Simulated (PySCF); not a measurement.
C$_{4}$H$_{10}$O, charge -1, doublet, at the geometry of the source list (a state made from the parent by changing its charge; the spin is typed, not shown lowest) (in this run its highest filled SCF level lies above zero, so its values depend strongly on the basis, on diffuse functions most of all), with bond 7-1 at 1.3 times its length; HF/STO-3G run with PySCF.

Here is a job for PySCF.
```python
from pyscf import gto, scf

mol = gto.Mole()
mol.atom = '''
    C    -0.181300   -1.371700   -0.419200
    C    -0.102800    0.013400    0.233700
    C    -0.602900    1.082400   -0.745100
    C     1.330500    0.317200    0.667300
    O    -0.884300    0.036800    1.421200
    H     0.455500   -1.412800   -1.298400
    H     0.241330   -2.360350    0.497950
    H    -1.203700   -1.594500   -0.721700
    H    -0.576400    2.060000   -0.270400
    H     0.022900    1.105700   -1.632800
    H    -1.627600    0.873000   -1.049400
    H     1.996100    0.317600   -0.190600
    H     1.662900   -0.432400    1.379600
    H     1.367200    1.288900    1.151000
    H    -1.799800   -0.151300    1.188400
'''
mol.basis = 'sto-3g'
mol.charge = -1
mol.spin = 1
mol.verbose = 4
mol.build()

mf = scf.UHF(mol)
mf.diis = False
mf.damp = 0.6
mf.diis_start_cycle = 200
mf.max_cycle = 150
mf.kernel()
mf.analyze()
```

What the program printed (banner, timings and long lists left out):

```
PySCF version 2.14.0

[INPUT] verbose = 4
[INPUT] num. atoms = 15
[INPUT] num. electrons = 43
[INPUT] charge = -1
[INPUT] spin (= nelec alpha-beta = 2S) = 1
[INPUT] symmetry False subgroup None
[INPUT] Mole.unit = angstrom
[INPUT] Symbol           X                Y                Z      unit          X                Y                Z       unit  Magmom
[...]
nuclear repulsion = 198.735007542685
number of shells = 25
number of NR pGTOs = 105
number of NR cGTOs = 35
basis = sto-3g
ecp = {}

******** <class 'pyscf.scf.uhf.UHF'> ********
method = UHF
initial guess = minao
damping factor = 0.6
level_shift factor = 0
DIIS disabled
SCF conv_tol = 1e-09
SCF conv_tol_grad = None
SCF max_cycles = 150
direct_scf = True
direct_scf_tol = 1e-13
number electrons alpha = 22  beta = 21
Set gradient conv threshold to 3.16228e-05
init E= -229.805155500469

cycle= 1 E= -228.720059749258  delta_E= 1.09  |g|= 0.381  |ddm|= 3.39
cycle= 2 E= -228.79752243645  delta_E= -0.0775  |g|= 0.219  |ddm|= 0.301
cycle= 3 E= -228.823056331072  delta_E= -0.0255  |g|= 0.135  |ddm|= 0.171
cycle= 4 E= -228.833060239517  delta_E= -0.01  |g|= 0.0886  |ddm|= 0.111
cycle= 5 E= -228.837586762681  delta_E= -0.00453  |g|= 0.0612  |ddm|= 0.0775
cycle= 6 E= -228.839876501175  delta_E= -0.00229  |g|= 0.0441  |ddm|= 0.0575
cycle= 7 E= -228.841133774208  delta_E= -0.00126  |g|= 0.0328  |ddm|= 0.0442
cycle= 8 E= -228.841865822821  delta_E= -0.000732  |g|= 0.0249  |ddm|= 0.0348
cycle= 9 E= -228.842310180733  delta_E= -0.000444  |g|= 0.0193  |ddm|= 0.0279
cycle= 10 E= -228.842588100472  delta_E= -0.000278  |g|= 0.0152  |ddm|= 0.0226
cycle= 11 E= -228.84276580011  delta_E= -0.000178  |g|= 0.0121  |ddm|= 0.0184
cycle= 12 E= -228.842881349832  delta_E= -0.000116  |g|= 0.00967  |ddm|= 0.0151
cycle= 13 E= -228.842957499043  delta_E= -7.61e-05  |g|= 0.00781  |ddm|= 0.0125
cycle= 14 E= -228.843008242808  delta_E= -5.07e-05  |g|= 0.00635  |ddm|= 0.0104
cycle= 15 E= -228.843042383144  delta_E= -3.41e-05  |g|= 0.00519  |ddm|= 0.00863
cycle= 16 E= -228.843065551692  delta_E= -2.32e-05  |g|= 0.00426  |ddm|= 0.0072
cycle= 17 E= -228.843081401035  delta_E= -1.58e-05  |g|= 0.00352  |ddm|= 0.00603
cycle= 18 E= -228.84309232668  delta_E= -1.09e-05  |g|= 0.00292  |ddm|= 0.00506
cycle= 19 E= -228.843099914512  delta_E= -7.59e-06  |g|= 0.00243  |ddm|= 0.00426
cycle= 20 E= -228.843105223064  delta_E= -5.31e-06  |g|= 0.00203  |ddm|= 0.0036
cycle= 21 E= -228.843108964132  delta_E= -3.74e-06  |g|= 0.00171  |ddm|= 0.00304
cycle= 22 E= -228.843111619683  delta_E= -2.66e-06  |g|= 0.00144  |ddm|= 0.00258
cycle= 23 E= -228.84311351824  delta_E= -1.9e-06  |g|= 0.00122  |ddm|= 0.0022
cycle= 24 E= -228.843114885201  delta_E= -1.37e-06  |g|= 0.00103  |ddm|= 0.00188
cycle= 25 E= -228.843115876235  delta_E= -9.91e-07  |g|= 0.000882  |ddm|= 0.0016
cycle= 26 E= -228.843116599552  delta_E= -7.23e-07  |g|= 0.000755  |ddm|= 0.00138
cycle= 27 E= -228.843117130888  delta_E= -5.31e-07  |g|= 0.000649  |ddm|= 0.00118
cycle= 28 E= -228.843117523596  delta_E= -3.93e-07  |g|= 0.000559  |ddm|= 0.00102
cycle= 29 E= -228.843117815534  delta_E= -2.92e-07  |g|= 0.000483  |ddm|= 0.000879
cycle= 30 E= -228.843118033738  delta_E= -2.18e-07  |g|= 0.000419  |ddm|= 0.000761
cycle= 31 E= -228.843118197653  delta_E= -1.64e-07  |g|= 0.000364  |ddm|= 0.000659
cycle= 32 E= -228.843118321358  delta_E= -1.24e-07  |g|= 0.000317  |ddm|= 0.000573
cycle= 33 E= -228.843118415112  delta_E= -9.38e-08  |g|= 0.000277  |ddm|= 0.000498
cycle= 34 E= -228.843118486443  delta_E= -7.13e-08  |g|= 0.000242  |ddm|= 0.000434
cycle= 35 E= -228.843118540899  delta_E= -5.45e-08  |g|= 0.000212  |ddm|= 0.000379
cycle= 36 E= -228.843118582605  delta_E= -4.17e-08  |g|= 0.000186  |ddm|= 0.000331
cycle= 37 E= -228.843118614636  delta_E= -3.2e-08  |g|= 0.000163  |ddm|= 0.000289
cycle= 38 E= -228.843118639299  delta_E= -2.47e-08  |g|= 0.000144  |ddm|= 0.000254
cycle= 39 E= -228.843118658328  delta_E= -1.9e-08  |g|= 0.000127  |ddm|= 0.000222
cycle= 40 E= -228.84311867304  delta_E= -1.47e-08  |g|= 0.000112  |ddm|= 0.000195
cycle= 41 E= -228.843118684438  delta_E= -1.14e-08  |g|= 9.83e-05  |ddm|= 0.000171
cycle= 42 E= -228.843118693279  delta_E= -8.84e-09  |g|= 8.68e-05  |ddm|= 0.000151
cycle= 43 E= -228.843118700148  delta_E= -6.87e-09  |g|= 7.66e-05  |ddm|= 0.000132
cycle= 44 E= -228.84311870549  delta_E= -5.34e-09  |g|= 6.77e-05  |ddm|= 0.000117
cycle= 45 E= -228.84311870965  delta_E= -4.16e-09  |g|= 5.98e-05  |ddm|= 0.000103
cycle= 46 E= -228.843118712893  delta_E= -3.24e-09  |g|= 5.29e-05  |ddm|= 9.05e-05
cycle= 47 E= -228.843118715423  delta_E= -2.53e-09  |g|= 4.68e-05  |ddm|= 7.98e-05
cycle= 48 E= -228.8431187174  delta_E= -1.98e-09  |g|= 4.14e-05  |ddm|= 7.04e-05
cycle= 49 E= -228.843118718942  delta_E= -1.54e-09  |g|= 3.66e-05  |ddm|= 6.21e-05
cycle= 50 E= -228.843118720149  delta_E= -1.21e-09  |g|= 3.24e-05  |ddm|= 5.48e-05
cycle= 51 E= -228.843118721094  delta_E= -9.44e-10  |g|= 2.87e-05  |ddm|= 4.84e-05
Extra cycle  E= -228.843118722772  delta_E= -1.68e-09  |g|= 2.05e-05  |ddm|= 0.000107
converged SCF energy = -228.843118722772  <S^2> = 0.75326699  2S+1 = 2.0032643
**** SCF Summaries ****
Total Energy =                        -228.843118722771976
Nuclear Repulsion Energy =             198.735007542685139
One-electron Energy =                 -716.379921508448206
Two-electron Energy =                  288.801795242991091
Two-electron Coulomb Energy =          322.035218708376192
DFT Exchange-Correlation Energy =      -33.233423465385101
**** MO energy ****
                             alpha | beta                alpha | beta
[...]
To work with the spin densities directly, `use mulliken_meta_spin()` only printing them here.

 ** Mulliken spin pop alpha/beta on meta-lowdin orthogonal AOs **
 ** Mulliken Spin Density (per AO)  **
spin_pop of  0 C 1s       -0.00000
spin_pop of  0 C 2s        0.09553
spin_pop of  0 C 2px       0.05509
spin_pop of  0 C 2py       0.13993
spin_pop of  0 C 2pz       0.15442
spin_pop of  1 C 1s        0.00000
spin_pop of  1 C 2s       -0.00889
spin_pop of  1 C 2px      -0.00508
spin_pop of  1 C 2py      -0.02261
spin_pop of  1 C 2pz       0.00286
spin_pop of  2 C 1s        0.00000
spin_pop of  2 C 2s        0.00736
spin_pop of  2 C 2px       0.00355
spin_pop of  2 C 2py       0.00410
spin_pop of  2 C 2pz       0.01147
spin_pop of  3 C 1s       -0.00000
spin_pop of  3 C 2s        0.00114
spin_pop of  3 C 2px       0.00626
spin_pop of  3 C 2py       0.00111
spin_pop of  3 C 2pz       0.00261
spin_pop of  4 O 1s        0.00000
spin_pop of  4 O 2s        0.00147
spin_pop of  4 O 2px       0.00138
spin_pop of  4 O 2py      -0.00046
spin_pop of  4 O 2pz       0.00810
spin_pop of  5 H 1s       -0.02966
spin_pop of  6 H 1s        0.60243
spin_pop of  7 H 1s       -0.02937
spin_pop of  8 H 1s        0.00273
spin_pop of  9 H 1s       -0.00116
spin_pop of  10 H 1s       -0.00179
spin_pop of  11 H 1s       -0.00078
spin_pop of  12 H 1s       -0.00032
spin_pop of  13 H 1s       -0.00143
spin_pop of  14 H 1s        0.00001
 ** Mulliken Spin Density (per atom)  **
spin density of  0 C =      0.44496
spin density of  1 C =     -0.03372
spin density of  2 C =      0.02648
spin density of  3 C =      0.01112
spin density of  4 O =      0.01049
spin density of  5 H =     -0.02966
spin density of  6 H =      0.60243
spin density of  7 H =     -0.02937
spin density of  8 H =      0.00273
spin density of  9 H =     -0.00116
spin density of  10 H =     -0.00179
spin density of  11 H =     -0.00078
spin density of  12 H =     -0.00032
spin density of  13 H =     -0.00143
spin density of  14 H =      0.00001
 ** Mulliken pop alpha/beta on meta-lowdin orthogonal AOs **
 ** Mulliken pop       alpha | beta **
[...]
In total            22.00000 | 21.00000
 ** Mulliken atomic charges   ( Nelec_alpha | Nelec_beta ) **
charge of  0C =     -0.26231  (     3.35363      2.90867 )
charge of  1C =      0.13999  (     2.91314      2.94687 )
charge of  2C =     -0.13064  (     3.07856      3.05208 )
charge of  3C =     -0.10766  (     3.05939      3.04827 )
charge of  4O =     -0.26208  (     4.13628      4.12579 )
charge of  5H =     -0.07590  (     0.52312      0.55278 )
charge of  6H =     -0.37848  (     0.99046      0.38802 )
charge of  7H =     -0.08143  (     0.52603      0.55540 )
charge of  8H =     -0.00522  (     0.50398      0.50124 )
charge of  9H =      0.01261  (     0.49312      0.49428 )
charge of  10H =      0.00689  (     0.49566      0.49745 )
charge of  11H =      0.01371  (     0.49276      0.49354 )
charge of  12H =      0.03398  (     0.48285      0.48317 )
charge of  13H =     -0.00171  (     0.50014      0.50157 )
charge of  14H =      0.09824  (     0.45088      0.45087 )

WARN: System has nonzero charge -1; the dipole moment is origin-dependent.
Location of origin: [0. 0. 0.]

Dipole moment(X, Y, Z, Debye): -0.37811,  6.67377, -1.54601
```
